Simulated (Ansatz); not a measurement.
Start from `CC(F)(F)CCl` and change one atom or group to get `CC(F)(F)CC(F)F`.

Ansatz, PBE0-D4/def2-TZVP geometries, multiplicity 1. Each molecule was computed in one conformer, which needn't be the lowest.

| property | `CC(F)(F)CCl` |
| --- | --- |
| HOMO–LUMO gap (ωB97M-V/def2-TZVPP) / eV | 13.68 |
| HOMO–LUMO gap (PBE0/def2-TZVPP) / eV | 9.41 |
| size of the dipole moment (PBE/def2-TZVPP) / D | 1.58 |
| HOMO energy (PBE0/def2-TZVPP) / eV | -8.81 |
| LUMO energy (B3LYP/def2-TZVPP) / eV | 0.29 |
| HOMO energy (B3LYP/def2-TZVPP) / eV | -8.56 |

Task: What does the change do to each property? (Estimate.)

Result: Ansatz gave: 
```json
{"property": "HOMO–LUMO gap (ωB97M-V/def2-TZVPP) / eV", "`CC(F)(F)CC(F)F`": "14.88", "shift": "1.20"}
{"property": "HOMO–LUMO gap (PBE0/def2-TZVPP) / eV", "`CC(F)(F)CC(F)F`": "11.05", "shift": "1.64"}
{"property": "size of the dipole moment (PBE/def2-TZVPP) / D", "`CC(F)(F)CC(F)F`": "0.79", "shift": "-0.79"}
{"property": "HOMO energy (PBE0/def2-TZVPP) / eV", "`CC(F)(F)CC(F)F`": "-9.77", "shift": "-0.96"}
{"property": "LUMO energy (B3LYP/def2-TZVPP) / eV", "`CC(F)(F)CC(F)F`": "0.92", "shift": "0.63"}
{"property": "HOMO energy (B3LYP/def2-TZVPP) / eV", "`CC(F)(F)CC(F)F`": "-9.55", "shift": "-0.99"}
```

With PBE0 the HOMO falls by 0.96 eV and the LUMO rises by 0.68 eV, so the gap widens by about 1.64 eV. PBE moves the HOMO by -0.64 eV and ωB97M-V by -1.05 eV. Dipoles are sizes alone; their direction can turn.

B3LYP here is the variant with VWN-RPA as its local correlation; programs differ in this.
